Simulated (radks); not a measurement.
The numbers below are computed, except where a source is named.
Species: the carbon ion C2+. Configuration: [He] 2s2. Code: a radial shooting solver on a logarithmic mesh with Libxc functionals. Model: scalar-relativistic Kohn-Sham, r2SCAN, spin-unpolarised, spherical densities, finite nucleus; meta-GGA in the generalised Kohn-Sham scheme; Fermi nuclear charge, rms radius 2.4702 fm. Some entries of the table are withheld. Estimate them.

orbital,occ.,eigenvalue (eV),r(max) (bohr)
1s,2,(1),(2)
2s,2,(3),(4)
2p,0,(5),(6)

Answer. 
(1) 1s eigenvalue (eV): -312.4480
(2) 1s r(max) (bohr): 0.1739
(3) 2s eigenvalue (eV): -40.6865
(4) 2s r(max) (bohr): 1.130
(5) 2p eigenvalue (eV): -31.1629
(6) 2p r(max) (bohr): 1.045
